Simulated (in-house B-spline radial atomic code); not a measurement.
**The chlorine ion Cl²⁺: [Ne] 3s2 3p2 6d1 (an excited or competing configuration)**

All numbers are computed (Dirac-Hartree-Fock, average of configuration; Fermi nucleus of rms radius 3.3654 fm) with an all-electron radial atomic-structure program (B-spline basis), not measured.

Effective charges: Z_r = [3n² - l(l+1)]/(2<r>) from the radius, Z_e = n√(-2ε) from the energy, and Slater's rules. Values are occupation-weighted means over j.

```tsv
shell	electrons	ε (eV)	<r> (bohr)	Z_r	Z_e	Slater
1s	2	-2909	0.09083	16.51	14.62	16.70
2s	2	-332.84	0.4384	13.69	9.89	12.85
2p	6	-261.89	0.4042	12.37	8.77	12.85
3s	2	-63.191	1.408	9.59	6.47	7.15
3p	2	-49.388	1.529	8.18	5.72	7.15
6d	1	-3.8675	14.85	3.43	3.20	3.00
```

The least bound orbital is 6d5/2 at -3.867 eV, and it is also the most diffuse (<r> = 14.85 bohr).

Spin-orbit splittings of the orbital energies (j = l + 1/2 above j = l - 1/2 when positive): 2p 1.766 eV, 3p 0.1782 eV, 6d 0.0003341 eV.

For the 1s electron the small component carries 0.367 % of the norm, the zero-frequency Breit interaction raises the level by 2.119 eV, self-energy by 0.9471 eV, and vacuum polarisation lowers it by 0.0645 eV.
